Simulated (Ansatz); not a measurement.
Calculated with Ansatz (gas phase, PBE0-D4/def2-TZVP geometries, no zero-point term in ΔE). CBS: MP2 limit from def2 TZ/QZ plus the TZ coupled-cluster correction, frozen cores. def2 core potentials past Kr. For Sn outer-core shells are correlated without core-valence functions, which leaves a few kJ/mol of doubt a bond. One conformer a species, not always the lowest.

`CC(C)[Si]C(C)C` + `[OH][Sn][OH]` → `CC(C)[O][Sn][OH]` + `CC(C)[SiH]`  (substitution at a C–Si bond)

```json
{"species": "`CC(C)[Si]C(C)C`", "HF/def2-QZVPP energy (Eh)": "-524.34496"}
{"species": "`[OH][Sn][OH]`", "HF/def2-QZVPP energy (Eh)": "-364.37643"}
{"species": "`CC(C)[O][Sn][OH]`", "HF/def2-QZVPP energy (Eh)": "-481.51406"}
{"species": "`CC(C)[SiH]`", "HF/def2-QZVPP energy (Eh)": "-407.18457"}
```

Task: Work out ΔE.

Result: ΔE = (-481.51406) + (-407.18457) − (-524.34496) − (-364.37643) = 0.02276 Eh = +14.3 kcal/mol. CCSD(T)/CBS gives +15.7 kcal/mol.

Largest T1 diagnostic among the species: 0.018.

The D4 term adds +0.8 kcal/mol with B3LYP and +0.5 kcal/mol with PBE0; it sums over pairs of atoms, weighted by their polarisabilities, and B3LYP, whose exchange is more repulsive, gets the larger term. From PBE to PBE0 (25 % exact exchange), in def2-TZVPP and without D4, ΔE moves by +0.8 kcal/mol.

B3LYP here is the variant with VWN-RPA as its local correlation; programs differ in this.
